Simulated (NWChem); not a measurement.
System: CH$_{8}$OSi$_{2}$; SMILES [SiH3]OC[SiH3]

Input file for NWChem:

```
start job
memory heap 200 mb stack 900 mb global 1100 mb
geometry units angstroms noautosym nocenter noautoz
  Si     0.159502    -2.217497    -0.287812
  C     -0.266863    -0.537751     0.506468
  O      0.258351     0.504872    -0.325708
  Si     0.081389     2.108450     0.087612
  H     -0.393238    -3.309245     0.563985
  H     -0.439330    -2.307732    -1.644593
  H      1.633573    -2.376337    -0.386403
  H     -1.358336    -0.437098     0.615724
  H      0.160008    -0.480633     1.520362
  H      0.719080     2.400549     1.404556
  H      0.742394     2.894552    -0.980555
  H     -1.358408     2.488304     0.182534
end
basis spherical
  * library 6-31g*
end
dft
  xc m06-2x
  iterations 150
end
cosmo
  do_cosmo_smd true
  solvent ethanol
end
task dft energy
```

Output (shortened):

```
             Northwest Computational Chemistry Package (NWChem) 7.3.0
             --------------------------------------------------------

                             Geometry "geometry" -> ""
                             -------------------------

 Output coordinates in angstroms (scale by  1.889725989 to convert to a.u.)

  No.       Tag          Charge          X              Y              Z
 ---- ---------------- ---------- -------------- -------------- --------------
    1 Si                  14.0000     0.15950200    -2.21749700    -0.28781200
    2 C                    6.0000    -0.26686300    -0.53775100     0.50646800
    3 O                    8.0000     0.25835100     0.50487200    -0.32570800
    4 Si                  14.0000     0.08138900     2.10845000     0.08761200
    5 H                    1.0000    -0.39323800    -3.30924500     0.56398500
    6 H                    1.0000    -0.43933000    -2.30773200    -1.64459300
    7 H                    1.0000     1.63357300    -2.37633700    -0.38640300
    8 H                    1.0000    -1.35833600    -0.43709800     0.61572400
    9 H                    1.0000     0.16000800    -0.48063300     1.52036200
   10 H                    1.0000     0.71908000     2.40054900     1.40455600
   11 H                    1.0000     0.74239400     2.89455200    -0.98055500
   12 H                    1.0000    -1.35840800     2.48830400     0.18253400

 Effective nuclear repulsion energy (a.u.)     217.3568404069

                                 NWChem DFT Module
                                 -----------------

 Summary of "ao basis" -> "ao basis" (spherical)
 ------------------------------------------------------------------------------
       Tag                 Description            Shells   Functions and Types
 ---------------- ------------------------------  ------  ---------------------
 Si                          6-31g*                  8       18   4s3p1d
 C                           6-31g*                  6       14   3s2p1d
 O                           6-31g*                  6       14   3s2p1d
 H                           6-31g*                  2        2   2s

 in cosmo_initialize ...
 calling solv_data for solv:ethanol

 solvent parameters
 solvname_short: ethanol
 solvname_long:  ethanol
 dielec:       24.8520
 dielecinf:     1.8526
 nonaqueous SMD model solvent descriptors
 dielec:       24.8520
 sola:          0.3700
 solb:          0.4800
 solc:          0.0000
 solg:         31.6200
 solh:          0.0000
 soln:          1.3611

          ---------------
          -cosmo- solvent
          ---------------
 Cosmo: York-Karplus, doi: 10.1021/jp992097l
 dielectric constant -eps-     =  24.85
 screen = (eps-1)/(eps    )    =   0.95976
 surface charge correction     = lagrangian

   van der Waals surface
 --------------------------

 ---------- ATOMIC COORDINATES (A.U.) ------------ VDWR(ANG.) --
     1    0.30141507   -4.19046171   -0.54388582     2.470
     2   -0.50429795   -1.01620204    0.95708574     1.850
     3    0.48821260    0.95406974   -0.61549887     1.628
     4    0.15380291    3.98439276    0.16556267     2.470
     5   -0.74311207   -6.25356628    1.06577711     1.200
     6   -0.83021332   -4.36098114   -3.10783013     1.200
     7    3.08700535   -4.49062579   -0.73019579     1.200
     8   -2.56688284   -0.82599545    1.16354964     1.200
     9    0.30237128   -0.90826467    2.87306758     1.200
    10    1.35886416    4.53637983    2.65422598     1.200
    11    1.40292124    5.46991014   -1.85298027     1.200
    12   -2.56701890    4.70221274    0.34493924     1.200
 number of segments per atom =        128
 number of   points per atom =        128
 atom (   nspa,  nppa )
 ----------------------
    1 (     95,     0 )       0
    2 (     23,     0 )       0
    3 (     27,     0 )       0
    4 (    101,     0 )       0
    5 (     34,     0 )       0
    6 (     33,     0 )       0
    7 (     31,     0 )       0
    8 (     48,     0 )       0
    9 (     49,     0 )       0
   10 (     35,     0 )       0
   11 (     31,     0 )       0
   12 (     31,     0 )       0
 number of -cosmo- surface points =      538
 molecular surface =    145.679 angstrom**2
 molecular volume  =    132.608 angstrom**3
 -lineq- algorithm             =   0
 -bem- low  level              =   3
 -bem- from -octahedral-
 gaussian surface charge width =   4.50000
 degree of switching           =   1.00000
 switching function tolerance  =   0.00010
 atomic radii =
 --------------
    1 14.000  2.470
    2  6.000  1.850
    3  8.000  1.628
    4 14.000  2.470
    5  1.000  1.200
    6  1.000  1.200
    7  1.000  1.200
    8  1.000  1.200
    9  1.000  1.200
   10  1.000  1.200
   11  1.000  1.200
   12  1.000  1.200
 ...... end of -cosmo- initialization ......

 nat:                    12
 ixmem:                  7844
 calling mnsol_interface()
 G(SMD-CDS) energy (kcal/mol)  =     0.006
 SMD-CDS SASA (angstrom**2)    =   170.296

            General Information
            -------------------
          SCF calculation type: DFT
          Wavefunction type:  closed shell.
          No. of atoms     :    12
          No. of electrons :    50
           Alpha electrons :    25
            Beta electrons :    25
          Charge           :     0
          Spin multiplicity:     1
          Use of symmetry is: off; symmetry adaption is: off
          Maximum number of iterations: 150
          AO basis - number of functions:    80
                     number of shells:    44
          Convergence on energy requested:  1.00D-06
          Convergence on density requested:  1.00D-05
          Convergence on gradient requested:  5.00D-04

              XC Information
              --------------
                       M06-2X Method XC Functional
                     Hartree-Fock (Exact) Exchange  0.540
                        M06-2X Exchange Functional  1.000
                      M06-2X Correlation Potential  1.000

             Grid Information
             ----------------
          Grid used for XC integration:  medium
          Radial quadrature: Mura-Knowles
          Angular quadrature: Lebedev.
          Tag              B.-S. Rad. Rad. Pts. Rad. Cut. Ang. Pts.
          ---              ---------- --------- --------- ---------
          Si                  1.10       88          13.0       590
          C                   0.70       49          10.0       434
          O                   0.60       49          10.0       434
          H                   0.35       45          14.0       434
          Grid pruning is: on
          Number of quadrature shells:   634
          Spatial weights used:  Erf1

      Superposition of Atomic Density Guess
      -------------------------------------

 Sum of atomic energies:        -694.03508174

      Non-variational initial energy
      ------------------------------

 Total energy =    -695.608736
 1-e energy   =   -1391.185667
 2-e energy   =     478.220090
 HOMO         =      -0.332950
 LUMO         =       0.035884

   convergence    iter        energy       DeltaE   RMS-Dens  Diis-err
 ---------------- ----- ----------------- --------- --------- ---------
     COSMO gas phase
 d= 0,ls=0.0,diis     1   -696.9164931917 -9.14D+02  1.02D-02  4.39D-01
 d= 0,ls=0.0,diis     2   -696.9290915922 -1.26D-02  4.87D-03  4.88D-01
 d= 0,ls=0.0,diis     3   -696.9740706889 -4.50D-02  9.63D-04  1.11D-02
 d= 0,ls=0.0,diis     4   -696.9751768008 -1.11D-03  2.63D-04  4.63D-04
 d= 0,ls=0.0,diis     5   -696.9752401778 -6.34D-05  8.36D-05  7.01D-05
  Resetting Diis
 d= 0,ls=0.0,diis     6   -696.9752492523 -9.07D-06  2.41D-05  3.81D-06
 d= 0,ls=0.0,diis     7   -696.9752498966 -6.44D-07  4.79D-06  5.28D-08

   convergence    iter        energy       DeltaE   RMS-Dens  Diis-err
 ---------------- ----- ----------------- --------- --------- ---------
     COSMO solvation phase
 d= 0,ls=0.0,diis     1   -696.9786635760 -3.41D-03  1.19D-03  1.97D-03
 d= 0,ls=0.0,diis     2   -696.9791912605 -5.28D-04  2.82D-04  6.06D-04
 d= 0,ls=0.0,diis     3   -696.9792431845 -5.19D-05  1.46D-04  2.21D-04
 d= 0,ls=0.0,diis     4   -696.9792667605 -2.36D-05  5.08D-05  5.38D-06
 d= 0,ls=0.0,diis     5   -696.9792677898 -1.03D-06  9.60D-06  2.16D-07
 d= 0,ls=0.0,diis     6   -696.9792678282 -3.83D-08  2.43D-06  5.57D-08

         Total DFT energy =     -696.979267828171
      One electron energy =    -1395.111451302578
           Coulomb energy =      539.411509376064
    Exchange-Corr. energy =      -58.781759962680
 Nuclear repulsion energy =      217.356840406941

             COSMO energy =        0.145593654082

 Numeric. integr. density =       49.999974949718

                                COSMO-SMD solvation results
                                ---------------------------

             internal energy in gas <Psi(g)|H|Psi(g)> =      -696.975249896610
         internal energy in solvent <Psi(s)|H|Psi(s)> =      -696.974489405995
                               delta internal energy  =         0.000760490615 (    0.48 kcal/mol)
   total free energy in solvent <Psi(s)|H+V/2|Psi(s)> =      -696.979277240265
 polarization energy contribution <Psi(s)|V/2|Psi(s)> =        -0.004787834270 (   -3.00 kcal/mol)
    total free energy in solvent including G(SMD-CDS) =      -696.979267828171
                       G(SMD-CDS) energy contribution =         0.000009412094 (    0.01 kcal/mol)
     1 M fixed-concentration free energy of solvation =        -0.004017931561 (   -2.52 kcal/mol)

                       DFT Final Molecular Orbital Analysis
                       ------------------------------------

 Vector   23  Occ=2.000000D+00  E=-3.961071D-01
              MO Center=  2.7D-01,  2.0D+00, -2.1D-01, r^2= 3.8D+00
   Bfn.  Coefficient  Atom+Function         Bfn.  Coefficient  Atom+Function
  ----- ------------  ---------------      ----- ------------  ---------------
    78     -0.317837  11 H  s                55      0.304612   4 Si pz
    77     -0.260712  11 H  s                53     -0.174683   4 Si px
    37     -0.157031   3 O  pz               76      0.155329  10 H  s
    22     -0.150780   2 C  py               80      0.145745  12 H  s
    75      0.132592  10 H  s                79      0.124398  12 H  s

 Vector   24  Occ=2.000000D+00  E=-3.536213D-01
              MO Center= -1.7D-02,  8.0D-01,  2.0D-01, r^2= 2.9D+00
   Bfn.  Coefficient  Atom+Function         Bfn.  Coefficient  Atom+Function
  ----- ------------  ---------------      ----- ------------  ---------------
    35      0.399770   3 O  px               39      0.332880   3 O  px
    37      0.262987   3 O  pz               76     -0.232115  10 H  s
    80      0.224451  12 H  s                41      0.218272   3 O  pz
    74     -0.161015   9 H  s                72      0.144665   8 H  s
    21     -0.141847   2 C  px               75     -0.142414  10 H  s

 Vector   25  Occ=2.000000D+00  E=-3.485484D-01
              MO Center= -3.1D-02, -6.0D-01,  7.3D-02, r^2= 2.9D+00
   Bfn.  Coefficient  Atom+Function         Bfn.  Coefficient  Atom+Function
  ----- ------------  ---------------      ----- ------------  ---------------
     8      0.299606   1 Si py               22     -0.252334   2 C  py
    37      0.222410   3 O  pz               23     -0.216671   2 C  pz
    36      0.211118   3 O  py               41      0.177692   3 O  pz
    35     -0.170992   3 O  px               54     -0.155154   4 Si py
    26     -0.150233   2 C  py               40      0.149546   3 O  py

 Vector   26  Occ=0.000000D+00  E= 4.417272D-02
              MO Center=  9.5D-02,  1.4D+00,  2.3D-02, r^2= 6.3D+00
   Bfn.  Coefficient  Atom+Function         Bfn.  Coefficient  Atom+Function
  ----- ------------  ---------------      ----- ------------  ---------------
    58      0.986856   4 Si py               38      0.657971   3 O  s
    24      0.430845   2 C  s                12     -0.355531   1 Si py
    66     -0.354257   5 H  s                54      0.246505   4 Si py
    78     -0.232707  11 H  s                56     -0.155110   4 Si s
    13      0.151514   1 Si pz               40      0.134248   3 O  py

 Vector   27  Occ=0.000000D+00  E= 6.955946D-02
              MO Center=  1.4D-01, -2.1D+00, -2.5D-01, r^2= 6.4D+00
   Bfn.  Coefficient  Atom+Function         Bfn.  Coefficient  Atom+Function
  ----- ------------  ---------------      ----- ------------  ---------------
    12      1.036671   1 Si py               24     -1.024190   2 C  s
    13      0.696214   1 Si pz               11     -0.386617   1 Si px
    68      0.321566   6 H  s                26      0.319120   2 C  py
    70      0.319842   7 H  s                10      0.274388   1 Si s
    59      0.254131   4 Si pz               58      0.226323   4 Si py

 Vector   28  Occ=0.000000D+00  E= 1.070823D-01
              MO Center= -1.6D-02, -1.8D+00, -4.4D-04, r^2= 6.3D+00
   Bfn.  Coefficient  Atom+Function         Bfn.  Coefficient  Atom+Function
  ----- ------------  ---------------      ----- ------------  ---------------
    11      1.280389   1 Si px               70     -0.960223   7 H  s
    68      0.945037   6 H  s                13      0.751260   1 Si pz
    57      0.429342   4 Si px               80      0.309018  12 H  s
    76     -0.299126  10 H  s                25     -0.230926   2 C  px
    59      0.230126   4 Si pz                7      0.195153   1 Si px

     Multipole analysis of the density
     ---------------------------------

     L   x y z        total         alpha         beta         nuclear
     -   - - -        -----         -----         ----         -------
     0   0 0 0     -0.000000    -25.000000    -25.000000     50.000000

     1   1 0 0     -0.361066     -3.528983     -3.528983      6.696900
     1   0 1 0      0.026893      1.753722      1.753722     -3.480550
     1   0 0 1      0.617335      1.342391      1.342391     -2.067447

     2   2 0 0    -31.448516    -32.169995    -32.169995     32.891474
     2   1 1 0      0.217541      2.250925      2.250925     -4.284309
     2   1 0 1      0.100475      4.900598      4.900598     -9.700721
     2   0 2 0    -30.419402   -332.200004   -332.200004    633.980607
     2   0 1 1     -0.276835    -20.505143    -20.505143     40.733450
     2   0 0 2    -31.449598    -38.017490    -38.017490     44.585383
```

Level: M06-2X/6-31G* (spherical d), SMD on the gas-phase geometry. Geometry: optimised at B3LYP/6-31G* (spherical d). Solvent: ethanol.
